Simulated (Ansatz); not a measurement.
Consider the formal hydrolysis of the In–N bond: `[NH2][InH][Cl]` + H₂O → `[OH][InH][Cl]` + NH₃.

Calculated with Ansatz (gas phase, PBE0-D4/def2-TZVP geometries, no zero-point term in ΔE). CCSD(T)/CBS is the MP2 limit (def2-TZVPP, def2-QZVPP) plus CCSD(T) − MP2 in def2-TZVPP, frozen cores. This one scheme is used for every species. Functionals use def2-TZVPP. B3LYP here is the variant with VWN-RPA as its local correlation; programs differ in this. def2 core potentials past Kr. For In outer-core shells are correlated without core-valence functions, which leaves a few kJ/mol of doubt a bond. One conformer a species, not always the lowest.

`[NH2][InH][Cl]`:

Cartesian coordinates in Å:
```
N 0.344 0.141 -1.097
In 0.032 -0.217 0.840
Cl -1.679 1.177 1.615
H 0.827 -0.520 -1.684
H -0.367 0.632 -1.616
H 0.844 -1.212 1.943
```

H₂O:

Cartesian coordinates in Å:
```
O 0.294 0.156 0.202
H -0.049 -0.738 0.265
H -0.245 0.583 -0.467
```

`[OH][InH][Cl]`:

Z-matrix (Å, degrees):
```
In
O 1 1.968
Cl 1 2.333 2 109.8
H 1 1.688 2 126.8 3 -180.0
H 2 0.961 1 111.6 3 0.0
```

NH₃:

Z-matrix (Å, degrees):
```
N
H 1 1.013
H 1 1.013 2 107.1
H 1 1.013 2 107.1 3 -114.5
```

| level | ΔE (kJ/mol) |
| --- | --- |
| LDA (SPW92) | -16.6 |
| PBE0 | -19.8 |
| B3LYP | -24.5 |
| HF/def2-QZVPP | -21.6 |

**Question.** What does CCSD(T)/CBS give? (Best estimate.)

**Answer.** Computed: -17.3 kJ/mol. The listed levels differ from it by 0.7, -2.5, -7.2, -4.3 kJ/mol.

**Question.** What do rigid-rotor, harmonic-oscillator terms from PBE0-D4/def2-TZVP frequencies (298.15 K, 1 bar) make of the CCSD(T)/CBS value? (Estimate.)

**Answer.** Computed: ΔZPE = +3.4 kJ/mol, ΔH = -15.1 kJ/mol, ΔS = -4 J/(mol·K), ΔG = -14.0 kJ/mol.

Largest T1 diagnostic among the species: 0.015.

From PBE to PBE0 (25 % exact exchange), in def2-TZVPP and without D4, ΔE moves by +4.5 kJ/mol. In def2-TZVPP, CCSD(T) changes the Hartree–Fock value by +3.5 kJ/mol (the triples alone add −0.6 kJ/mol) and MP2 by +5.1 kJ/mol.
